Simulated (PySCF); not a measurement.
Compound: C2H7NOSi2.
Cartesian coordinates in Å at the PBE0-D3(BJ)/def2-SVP level; atoms count from 1:
```
atom  x, y, z in Å
C1     2.0370   -0.0678   -2.2545
C2     1.4659    0.3154   -1.2491
Si3    0.5868    0.8441    0.2795
O4     1.6598    1.0011    1.5499
Si5   -1.0020   -0.7552    0.9076
N6    -2.2248   -0.7402   -0.3272
H7     2.5372   -0.4094   -3.1433
H8    -0.0593    2.1564   -0.0526
H9     2.4257    1.5615    1.3938
H10   -1.4630   -0.4501    2.3072
H11   -0.3903   -2.1181    0.9340
H12   -2.9011   -1.4950   -0.3681
H13   -2.6668    0.1404   -0.5681
```

Method: PySCF, PBE0-D3(BJ)/def2-SVP geometry optimisation, gas phase.

Masses are those of the commonest isotopes; rigid-rotor values at the optimised geometry. The values belong to one conformer with, in the numbering `[CH:1]#[C:2][Si@H:3]([OH:4])[SiH2:5][NH2:6]`, C2–Si3–O4–H 53°, C2–Si3–Si5–N6 -67°, Si3–Si5–N6–H 166° and -54°.

Task: What are A, B and C (MHz)?

Result: Ia = 181.13, Ib = 332.67, Ic = 464.04 u·Å²; 505379 MHz·u·Å²/I gives A = 2790, B = 1519, C = 1089 MHz.

Task: What kind of rotor is it?

Result: An asymmetric top; Ray's κ = -0.494.

Task: What does the inertial defect say?

Result: Not planar: Δ = Ic − Ia − Ib = -49.76 u·Å². For a rigid frame Δ = −2 Σ m c², so Σ m c² = 24.88 u·Å² lies off the ab plane: 9.92 from hydrogen and 14.96 from heavier atoms. The atom farthest from that plane is 1.95 Å away.

Task: List the rotational levels J(Ka,Kc) to J = 3 (MHz).

Result: Above 0(0,0):
J = 1: 1(0,1) 2608, 1(1,1) 3879, 1(1,0) 4309
J = 2: 2(0,2) 7733, 2(1,2) 8666, 2(1,1) 9956, 2(2,1) 13769, 2(2,0) 13861
J = 3: 3(0,3) 15215, 3(1,3) 15793, 3(1,2) 18361, 3(2,2) 21593, 3(2,1) 22028, 3(3,1) 29076, 3(3,0) 29089
Those of J = 1 are B + C, A + C and A + B.

Task: Predict some low-J microwave lines.

Result: The dipole components are |μa| = 0.06 D, |μb| = 1.02 D, |μc| = 0.93 D. Intensities carry the squares of the components, which stand as 0.00 : 1.00 : 0.83 (a : b : c). Some of the stronger lines:

```tsv
type	branch	J(Ka,Kc)	MHz	lower level (cm⁻¹)
c	Q	2(1,2) ← 2(0,2)	933	0.258
b	Q	2(1,1) ← 2(0,2)	2223	0.258
b	Q	3(1,2) ← 3(0,3)	3146	0.508
c	Q	3(2,2) ← 3(1,2)	3233	0.612
c	Q	2(2,1) ← 2(1,1)	3813	0.332
b	R	2(0,2) ← 1(1,1)	3854	0.129
c	R	1(1,0) ← 0(0,0)	4309	0.000
b	Q	3(2,2) ← 3(1,3)	5801	0.527
b	R	2(1,2) ← 1(0,1)	6057	0.087
b	R	3(0,3) ← 2(1,2)	6549	0.289
b	Q	3(3,0) ← 3(2,1)	7060	0.735
b	Q	3(3,1) ← 3(2,2)	7482	0.720
b	R	2(2,1) ← 1(1,0)	9459	0.144
c	R	2(2,0) ← 1(1,0)	9551	0.144
c	R	2(2,1) ← 1(1,1)	9890	0.129
b	R	2(2,0) ← 1(1,1)	9981	0.129
b	R	3(2,2) ← 2(1,1)	11638	0.332
c	R	3(3,1) ← 2(2,1)	15307	0.459
```

Stationary, but not proved a minimum. Constants of a rigid frame at the computed geometry: no zero-point averaging, no centrifugal distortion. A rigid rotor knows nothing of inversion at nitrogen, which can split or shift real lines. Quadrupole hyperfine structure (14N) is left out.
